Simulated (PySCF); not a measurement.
This PySCF input asks for the NMR shieldings of `NB(F)CC(F)(F)F`, C₂H₄BF₄N; the geometry comes from GFN2-xTB.

```python
import basis_set_exchange as bse
import numpy as np
from pyscf import gto, dft
from pyscf.prop import nmr

atoms = """
N     1.507569    0.841387   -0.475901
B     0.972543    0.280180    0.662347
F     1.695238    0.321531    1.784563
C    -0.463379   -0.431103    0.754722
C    -1.238522   -0.437448   -0.533355
F    -0.593466   -1.072994   -1.531025
F    -1.491432    0.802068   -0.996853
F    -2.433316   -1.041762   -0.422825
H     2.416433    1.273191   -0.475109
H     1.056491    0.867518   -1.373071
H    -0.346057   -1.468260    1.074553
H    -1.080903    0.065007    1.505928
"""
names = dict.fromkeys(["N", "B", "F", "C", "H"], "pcSseg-1")
basis = {el: gto.basis.parse(bse.get_basis(n, elements=[el], fmt="nwchem")) for el, n in names.items()}
mol = gto.M(atom=atoms, basis=basis, charge=0, verbose=0)
mf = dft.RKS(mol, xc="PBE0")
mf.grids.level = 2
mf.grids.alignment = dft.numint.BLKSIZE   # the property module wants whole blocks of grid points
mf.conv_tol = 1e-9
mf.kernel()

calc = nmr.RKS(mf)   # GIAO
C = mf.mo_coeff
Co = C[:, mf.mo_occ > 0]
resp = mf.gen_response(singlet=True, hermi=2)
def vind(x):   # induced exchange potential for any number of trial vectors
    d = np.einsum("pi,xij,qj->xpq", C, 2 * x.reshape(-1, C.shape[1], Co.shape[1]), Co, optimize=True)
    return np.einsum("xpq,pi,qj->xij", resp(d - d.transpose(0, 2, 1)), C, Co, optimize=True).ravel()
mo1, _ = nmr.rhf.solve_mo1(calc, with_cphf=vind)
sigma = calc.kernel(mo1)
for i, s in enumerate(sigma):   # ppm
    print("%2d %-2s %9.2f" % (i, mol.atom_pure_symbol(i), np.trace(s) / 3))
```

Question: What are the results?

Answer: 
```
 0 N     181.29
 1 B      71.19
 2 F     282.63
 3 C     161.04
 4 C      49.58
 5 F     248.32
 6 F     248.07
 7 F     241.67
 8 H      28.19
 9 H      27.94
10 H      29.91
11 H      29.91
```

These numbers come from an equivalent density-fitted implementation of the same equations, which agrees with the script to about 0.01 ppm for H and up to a few tenths of a ppm for heavy atoms, so last digits may differ.

Size and cost of the density-fitted run: 156 basis functions, 40 s wall time on 1 thread of an Arm Neoverse N1, shared host; peak memory 0.71 GiB.
